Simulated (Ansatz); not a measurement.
Species: GeH$_{2}$ (charge 0, singlet). SMILES: [GeH2]
Structure (B3LYP-D3(BJ)/def2-TZVP (Ansatz, a first-principles code) minimum search):
```xyz
3

Ge    -0.0030    -0.0010     0.0661
H      0.0397    -1.1207    -1.0751
H      0.0547     1.1536    -1.0391
```
Charge 0, spin multiplicity 1.

Computed values are from Ansatz. Valence correlation only, unless marked. UHF or UKS for open shells. No spin-orbit coupling. Frozen are the shells of the preceding noble gas and the d and f shells that filled before the atom's block. No relativistic terms. CBS marks a two-point X^-3 extrapolation of the correlation energy; Hartree-Fock from the larger set (for Q and 5 zeta extrapolated as (X+1)exp(-9√X)).

The Hartree-Fock reference is unstable (checked in the largest basis), which strains HF and MP2. 

Q: What is the vertical electron affinity (to the doublet; negative means unbound) at CCSD(T)/CBS(aug-cc-pVTZ,aug-cc-pVQZ)?

A: 1.08 eV.

Q: What is the dipole moment at CCSD(T)/aug-cc-pVDZ?

A: 0.22 D.

Q: What is the T1 diagnostic at CCSD/cc-pV5Z?

A: 0.013.

Q: What is the total energy at CCSD(T)/CBS(cc-pVQZ,cc-pV5Z)?

A: -2076.6603 Eh.

Q: What is the vertical triplet-singlet gap at CCSD(T)/CBS(aug-cc-pVTZ,aug-cc-pVQZ)?

A: 1.42 eV.
